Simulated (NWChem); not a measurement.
System: C3H4ClF; SMILES C/C(F)=C\Cl

Excerpt of the output:

```
             Northwest Computational Chemistry Package (NWChem) 7.3.0
             --------------------------------------------------------

 CS  symmetry detected

                             Geometry "geometry" -> ""
                             -------------------------

 Output coordinates in angstroms (scale by  1.889725989 to convert to a.u.)

  No.       Tag          Charge          X              Y              Z
 ---- ---------------- ---------- -------------- -------------- --------------
    1 C                    6.0000    -1.42524759     1.08212696     0.00000000
    2 C                    6.0000     0.04705582     0.86493155     0.00000000
    3 F                    9.0000     0.75141997     2.02351078     0.00000000
    4 C                    6.0000     0.75436980    -0.26554669     0.00000000
    5 Cl                  17.0000     0.03227671    -1.85256959     0.00000000
    6 H                    1.0000    -1.72017935     1.66067259     0.88384300
    7 H                    1.0000    -1.96473057     0.13389706     0.00000000
    8 H                    1.0000    -1.72017935     1.66067259    -0.88384300
    9 H                    1.0000     1.83653726    -0.26222726     0.00000000

 Effective nuclear repulsion energy (a.u.)     209.1713947763

      Symmetry information
      --------------------

 Group name             Cs
 Group number              2
 Group order               2
 No. of unique centers     8

                                 NWChem DFT Module
                                 -----------------

 Summary of "ao basis" -> "ao basis" (spherical)
 ------------------------------------------------------------------------------
       Tag                 Description            Shells   Functions and Types
 ---------------- ------------------------------  ------  ---------------------
 C                          def2-svp                 6       14   3s2p1d
 F                          def2-svp                 6       14   3s2p1d
 Cl                         def2-svp                 8       18   4s3p1d
 H                          def2-svp                 3        5   2s1p

      Symmetry analysis of basis
      --------------------------

        a'         66
        a"         28

            General Information
            -------------------
          SCF calculation type: DFT
          Wavefunction type:  closed shell.
          No. of atoms     :     9
          No. of electrons :    48
           Alpha electrons :    24
            Beta electrons :    24
          Charge           :     0
          Spin multiplicity:     1
          Use of symmetry is: on ; symmetry adaption is: on
          Maximum number of iterations: 150
          AO basis - number of functions:    94
                     number of shells:    44
          Convergence on energy requested:  1.00D-06
          Convergence on density requested:  1.00D-05
          Convergence on gradient requested:  5.00D-04

              XC Information
              --------------
                      r^2SCAN Method XC Functional
               r^2SCAN metaGGA Exchange Functional  1.000
                     r^2SCAN Correlation Potential  1.000

             Grid Information
             ----------------
          Grid used for XC integration:  medium
          Radial quadrature: Mura-Knowles
          Angular quadrature: Lebedev.
          Tag              B.-S. Rad. Rad. Pts. Rad. Cut. Ang. Pts.
          ---              ---------- --------- --------- ---------
          C                   0.70       49          10.0       434
          F                   0.50       49          10.0       434
          Cl                  1.00       88          11.0       590
          H                   0.35       45          11.0       434
          Grid pruning is: on
          Number of quadrature shells:   419
          Spatial weights used:  Erf1

      Superposition of Atomic Density Guess
      -------------------------------------

 Sum of atomic energies:        -673.48757819

      Non-variational initial energy
      ------------------------------

 Total energy =    -675.781205
 1-e energy   =   -1343.136517
 2-e energy   =     458.183917
 HOMO         =      -0.245219
 LUMO         =       0.063572

      Symmetry analysis of molecular orbitals - initial
      -------------------------------------------------

  Numbering of irreducible representations:

     1 a'          2 a"

  Orbital symmetries:

     1 a'          2 a'          3 a'          4 a'          5 a'
     6 a'          7 a'          8 a'          9 a"         10 a'
    11 a'         12 a'         13 a'         14 a'         15 a'
    16 a"         17 a'         18 a'         19 a"         20 a'
    21 a'         22 a"         23 a'         24 a"         25 a"
    26 a'         27 a'         28 a'         29 a'         30 a"
    31 a'         32 a'         33 a'         34 a'

     ---------------------------------------------
      Total Density - Mulliken Population Analysis
     ---------------------------------------------

    Atom       Charge   Shell Charges
 -----------   ------   -------------------------------------------------------
    1 C    6     6.21   1.99  0.96  0.13  2.08  1.02  0.02
    2 C    6     5.59   1.99  0.92  0.21  1.65  0.74  0.07
    3 F    9     9.40   1.99  1.14  0.77  3.43  2.05  0.00
    4 C    6     6.03   1.99  0.94  0.25  1.86  0.96  0.04
    5 Cl  17    17.20   2.00  1.99  1.22  0.72  5.94  2.11  3.20  0.03
    6 H    1     0.89   0.66  0.20  0.03
    7 H    1     0.90   0.67  0.21  0.03
    8 H    1     0.89   0.66  0.20  0.03
    9 H    1     0.90   0.67  0.21  0.03

   convergence    iter        energy       DeltaE   RMS-Dens  Diis-err
 ---------------- ----- ----------------- --------- --------- ---------
 d= 0,ls=0.0,diis     1   -676.2254011747 -8.85D+02  1.26D-02  5.89D-01
 d= 0,ls=0.0,diis     2   -676.1773444866  4.81D-02  8.47D-03  1.09D+00
 d= 0,ls=0.0,diis     3   -676.2853921358 -1.08D-01  1.66D-03  5.68D-02
 d= 0,ls=0.0,diis     4   -676.2898233204 -4.43D-03  9.33D-04  6.37D-03
 d= 0,ls=0.0,diis     5   -676.2903140003 -4.91D-04  4.00D-04  1.56D-03
  Resetting Diis
 d= 0,ls=0.0,diis     6   -676.2905325386 -2.19D-04  9.37D-05  8.26D-05
 d= 0,ls=0.0,diis     7   -676.2905430257 -1.05D-05  4.95D-05  5.39D-06
 d= 0,ls=0.0,diis     8   -676.2905420040  1.02D-06  3.15D-05  1.37D-05
 d= 0,ls=0.0,diis     9   -676.2905436226 -1.62D-06  6.25D-06  3.43D-07
 d= 0,ls=0.0,diis    10   -676.2905436677 -4.51D-08  1.57D-06  3.13D-08

         Total DFT energy =     -676.290543667697
      One electron energy =    -1345.936085755100
           Coulomb energy =      516.757287283736
    Exchange-Corr. energy =      -56.283139972617
 Nuclear repulsion energy =      209.171394776284

 Numeric. integr. density =       48.000000122305

                  Occupations of the irreducible representations
                  ----------------------------------------------

                     irrep           alpha         beta
                     --------     --------     --------
                     a'               19.0         19.0
                     a"                5.0          5.0

                       DFT Final Molecular Orbital Analysis
                       ------------------------------------

 Vector   22  Occ=2.000000D+00  E=-3.324771D-01  Symmetry=a"
              MO Center=  2.0D-01, -1.2D+00, -1.3D-15, r^2= 2.4D+00
   Bfn.  Coefficient  Atom+Function         Bfn.  Coefficient  Atom+Function
  ----- ------------  ---------------      ----- ------------  ---------------
    69      0.503396  5 Cl pz                66      0.392630  5 Cl pz
    48      0.263733  4 C  pz                63      0.228799  5 Cl pz
    51      0.193199  4 C  pz                34      0.157859  3 F  pz
    37     -0.111759  3 F  pz                20      0.080768  2 C  pz
     6     -0.069435  1 C  pz                75     -0.062237  6 H  s

 Vector   23  Occ=2.000000D+00  E=-2.867049D-01  Symmetry=a'
              MO Center=  1.1D-01, -1.5D+00,  2.6D-16, r^2= 1.9D+00
   Bfn.  Coefficient  Atom+Function         Bfn.  Coefficient  Atom+Function
  ----- ------------  ---------------      ----- ------------  ---------------
    67      0.569304  5 Cl px                64      0.424887  5 Cl px
    68     -0.248326  5 Cl py                61      0.245989  5 Cl px
    65     -0.173631  5 Cl py                90     -0.153622  9 H  s
    17      0.134805  2 C  s                 46     -0.122049  4 C  px
    62     -0.101290  5 Cl py                19     -0.095196  2 C  py

 Vector   24  Occ=2.000000D+00  E=-2.220478D-01  Symmetry=a"
              MO Center=  2.5D-01, -1.2D-01, -8.5D-16, r^2= 3.0D+00
   Bfn.  Coefficient  Atom+Function         Bfn.  Coefficient  Atom+Function
  ----- ------------  ---------------      ----- ------------  ---------------
    69      0.407425  5 Cl pz                48     -0.361331  4 C  pz
    20     -0.348407  2 C  pz                66      0.271872  5 Cl pz
    51     -0.253690  4 C  pz                34     -0.241221  3 F  pz
    23     -0.201189  2 C  pz                37      0.189132  3 F  pz
    63      0.157097  5 Cl pz                75      0.095801  6 H  s

 Vector   25  Occ=0.000000D+00  E=-2.109505D-02  Symmetry=a"
              MO Center=  2.0D-01,  3.7D-01,  8.0D-16, r^2= 2.7D+00
   Bfn.  Coefficient  Atom+Function         Bfn.  Coefficient  Atom+Function
  ----- ------------  ---------------      ----- ------------  ---------------
    51     -0.571854  4 C  pz                23      0.560424  2 C  pz
    20      0.507983  2 C  pz                48     -0.428298  4 C  pz
    76     -0.281336  6 H  s                 86      0.281336  8 H  s
    69      0.224547  5 Cl pz                34      0.172074  3 F  pz
    37     -0.170393  3 F  pz                75     -0.141917  6 H  s

 Vector   26  Occ=0.000000D+00  E= 1.210106D-02  Symmetry=a'
              MO Center=  3.0D-01, -7.1D-01,  9.5D-16, r^2= 2.8D+00
   Bfn.  Coefficient  Atom+Function         Bfn.  Coefficient  Atom+Function
  ----- ------------  ---------------      ----- ------------  ---------------
    68      0.724277  5 Cl py                45     -0.554295  4 C  s
    60      0.527657  5 Cl s                 50      0.519465  4 C  py
    47      0.392998  4 C  py                44     -0.341702  4 C  s
    67      0.320219  5 Cl px                65      0.276644  5 Cl py
    49      0.232424  4 C  px                59      0.233006  5 Cl s

 Vector   27  Occ=0.000000D+00  E= 8.220584D-02  Symmetry=a'
              MO Center= -1.3D+00,  1.2D+00, -1.3D-15, r^2= 5.8D+00
   Bfn.  Coefficient  Atom+Function         Bfn.  Coefficient  Atom+Function
  ----- ------------  ---------------      ----- ------------  ---------------
     3      2.394917  1 C  s                 76     -1.166565  6 H  s
    86     -1.166565  8 H  s                 81     -0.762312  7 H  s
    17     -0.713191  2 C  s                 91     -0.640967  9 H  s
    45      0.619578  4 C  s                  2      0.319761  1 C  s
     8      0.227854  1 C  py                44      0.208091  4 C  s

     ---------------------------------------------
      Total Density - Mulliken Population Analysis
     ---------------------------------------------

    Atom       Charge   Shell Charges
 -----------   ------   -------------------------------------------------------
    1 C    6     6.00   1.99  0.91  0.08  2.13  0.86  0.03
    2 C    6     5.86   1.99  0.94  0.18  1.98  0.69  0.08
    3 F    9     9.22   1.99  1.14  0.78  3.34  1.96  0.01
    4 C    6     6.08   1.99  0.92  0.24  2.04  0.85  0.04
    5 Cl  17    17.12   2.00  1.99  1.24  0.73  5.93  2.14  3.06  0.04
    6 H    1     0.93   0.73  0.17  0.03
    7 H    1     0.94   0.74  0.18  0.03
    8 H    1     0.93   0.73  0.17  0.03
    9 H    1     0.91   0.73  0.15  0.03

     -------------------------------------------
      Total Density - Lowdin Population Analysis
     -------------------------------------------

    Atom       Charge   Shell Charges
 -----------   ------   -------------------------------------------------------
    1 C    6     6.07   1.96  0.58  0.30  1.91  1.25  0.07
    2 C    6     5.94   1.96  0.63  0.29  1.82  1.05  0.18
    3 F    9     9.08   1.98  1.02  0.74  3.21  2.12  0.01
    4 C    6     6.19   1.97  0.64  0.33  1.87  1.28  0.10
    5 Cl  17    16.90   2.00  1.96  1.03  0.78  5.82  2.26  3.01  0.04
    6 H    1     0.95   0.63  0.25  0.07
    7 H    1     0.96   0.63  0.26  0.07
    8 H    1     0.95   0.63  0.25  0.07
    9 H    1     0.96   0.63  0.26  0.08

     Multipole analysis of the density
     ---------------------------------

     L   x y z        total         alpha         beta         nuclear
     -   - - -        -----         -----         ----         -------
     0   0 0 0     -0.000000    -24.000000    -24.000000     48.000000

     1   1 0 0     -0.338004     -0.169002     -0.169002     -0.000000
     1   0 1 0      0.185267      0.092633      0.092633     -0.000000
     1   0 0 1     -0.000000     -0.000000     -0.000000      0.000000

     2   2 0 0    -24.301655    -72.619980    -72.619980    120.938306
     2   1 1 0     -1.749302      6.270051      6.270051    -14.289404
     2   1 0 1      0.000000      0.000000      0.000000      0.000000
     2   0 2 0    -28.426946   -215.506660   -215.506660    402.586374
     2   0 1 1      0.000000      0.000000      0.000000      0.000000
     2   0 0 2    -26.913118    -16.246198    -16.246198      5.579277
```

Level: r2SCAN/def2-SVP. The geometry was optimised at B3LYP/6-31G* (spherical d).

### Question
Which NWChem input produces such a log?

### Answer
Several could match; the one computed here: the input that was run:
```
start job
memory heap 200 mb stack 900 mb global 1100 mb
geometry units angstroms noautoz
  C     -1.431734     1.040790     0.000000
  C      0.043901     0.847522     0.000000
  F      0.729366     2.017382     0.000000
  C      0.769472    -0.271326     0.000000
  Cl     0.073235    -1.869861     0.000000
  H     -1.736018     1.614472     0.883843
  H     -1.955754     0.083928     0.000000
  H     -1.736018     1.614472    -0.883843
  H      1.851443    -0.250441     0.000000
end
basis spherical
  * library def2-svp
end
dft
  xc r2scan
  iterations 150
  mulliken
end
task dft energy
```
